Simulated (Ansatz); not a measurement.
Calculated with Ansatz (gas phase, PBE0-D4/def2-TZVP geometries, no zero-point term in ΔE). CCSD(T)/CBS adds triple-zeta CCSD(T) − MP2 to the extrapolated MP2 energy (def2 sets, frozen cores). This one scheme is used for every species. DFT in def2-TZVPP. B3LYP here is the variant with VWN-RPA as its local correlation; programs differ in this. Elements past krypton have def2 core potentials. For Sn outer-core shells are correlated without core-valence functions, which leaves a few kJ/mol of doubt a bond. Each species was taken in one conformer, which may not be the lowest.

Consider the redistribution: `[SiH3][SiH2][O][SnH3]` + `F[SiH2][SiH2]F` → `F[SiH2][SnH3]` + `F[SiH2]O[SiH2][SiH3]`.

Q: Is it downhill or uphill in electronic energy at CCSD(T)/CBS, and by how much? (Estimate.)

A: Computed: Downhill: ΔE = -30.8 kcal/mol.

Q: What do these levels give: B3LYP-D4, ωB97X-V, B2PLYP, PBE, HF/def2-QZVPP, SCS-MP2/def2-QZVPP? (An estimate is asked.)

A: Computed: B3LYP-D4 -31.0, ωB97X-V -29.9, B2PLYP -31.0, PBE -28.7, HF/def2-QZVPP -32.0, SCS-MP2/def2-QZVPP -30.9 kcal/mol.

Largest T1 diagnostic among the species: 0.014.

From PBE to PBE0 (25 % exact exchange), in def2-TZVPP and without D4, ΔE moves by −1.8 kcal/mol.
